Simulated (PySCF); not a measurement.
Species: C₅H₂F₄NO (doublet state).
Atom-mapped SMILES: `[N:1]#[C:2][C:3]([C@@H:4]1[O:5][C@H:6]1[F:7])[C:8]([F:9])([F:10])[F:11]` (hydrogens: H12 on C4; H13 on C6)

Cartesian coordinates in Å at the GFN2-xTB level; atoms count from 1:
```xyz
13
C5H2F4NO angstrom
N     -0.566    2.566   -1.088
C     -0.566    1.509   -0.622
C     -0.548    0.244   -0.077
C      0.426   -0.172    0.917
O      1.043    0.807    1.726
C      1.862    0.240    0.811
F      2.780   -0.624    1.268
C     -1.502   -0.794   -0.588
F     -2.040   -1.511    0.411
F     -2.502   -0.284   -1.299
F     -0.870   -1.686   -1.379
H      0.237   -1.125    1.407
H      2.242    0.830   -0.018
```

The hyperfine couplings belong to this conformer and change with its torsions.

Level of theory: PySCF, UKS B3LYP, pcH-1 on C F H N O, non-relativistic, mean-field spin-orbit, GIAO. One conformer (not necessarily the lowest) at the GFN2-xTB geometry, without solvent, vibrations or thermal averaging. A GFN2-xTB geometry isn't a minimum of the functional, and hyperfine couplings can be far from their values at a DFT geometry.

**Question.** How many α and β electrons are there, and what is ⟨S²⟩ of the pure spin state?

**Answer.** 83 electrons with 2S = 1: 42 α and 41 β; S(S+1) = 0.75.

Mulliken spin populations, one withheld:

```json
{"atom": "N1", "bound to": "C2", "population": "+0.3543"}
{"atom": "C2", "bound to": "N1, C3", "population": "-0.1972"}
{"atom": "C3", "bound to": "C2, C4, C8", "population": "?"}
{"atom": "C4", "bound to": "C3, O5, C6, H12", "population": "-0.0761"}
{"atom": "O5", "bound to": "C4, C6", "population": "+0.0502"}
{"atom": "C6", "bound to": "O5, F7, C4, H13", "population": "+0.1010"}
{"atom": "F7", "bound to": "C6", "population": "+0.0150"}
{"atom": "C8", "bound to": "C3, F9, F10, F11", "population": "-0.0285"}
{"atom": "F9", "bound to": "C8", "population": "+0.0106"}
{"atom": "F10", "bound to": "C8", "population": "+0.0036"}
{"atom": "F11", "bound to": "C8", "population": "+0.0196"}
{"atom": "H12", "bound to": "C4", "population": "+0.0055"}
{"atom": "H13", "bound to": "C6", "population": "-0.0016"}
```

**Question.** Fill in the missing population.

**Answer.** The populations add up to Nα − Nβ = 1, and the others sum to 0.2564, so C3 holds +0.744.

**Question.** How is the spin shared among the elements?

**Answer.** Carbon +0.54, nitrogen +0.35, oxygen +0.05, fluorine +0.05, hydrogen 0.00. The positive populations sum to 1.30, the negative ones to -0.30.

**Question.** The run gives ⟨S²⟩ = 0.7639. What does that say of the overlap of α and β orbitals, and of the weight of higher spin?

**Answer.** Σ|⟨iα|jβ⟩|² over occupied orbitals = Nβ − [⟨S²⟩ − S(S+1)] = 41 − 0.0139 = 40.9861. If the quartet state (S + 1) were the only admixture, its weight would be 0.0139/(2S + 2) = 0.46 %. For Kohn–Sham this describes the determinant of the orbitals, not the true wave function.

**Question.** What Fermi-contact NMR shifts do the couplings of N1, C2, C4, C6, F7, C8, F9/F10/F11 imply at 350 K (Curie law, g = gₑ)?

**Answer.** δ = a_FC·h·gₑ μB S(S+1)/(3 g_N μN kT), with k/h = 20836.6 MHz/K:

| nuclei | isotope | a_FC (MHz) | g_N | contact shift (ppm) |
| --- | --- | --- | --- | --- |
| N1 | 14N | 8.09 | 0.4038 | +2526 |
| C2 | 13C | -55.12 | 1.4048 | -4945 |
| C4 | 13C | -33.56 | 1.4048 | -3011 |
| C6 | 13C | 52.74 | 1.4048 | +4731 |
| F7 | 19F | 38.09 | 5.2577 | +913 |
| C8 | 13C | -31.96 | 1.4048 | -2867 |
| F9/F10/F11 | 19F | 39.50 | 5.2577 | +947 |

The sign follows the spin density at the nucleus: positive density means a positive shift. Entries for several nuclei are means.

Class means assume fast exchange of nuclei equivalent by connectivity; if that motion is slow, each nucleus keeps its own coupling. The three 19F nuclei of mean +39.5 MHz run from 1.3 to 85.5 MHz in the frozen geometry.
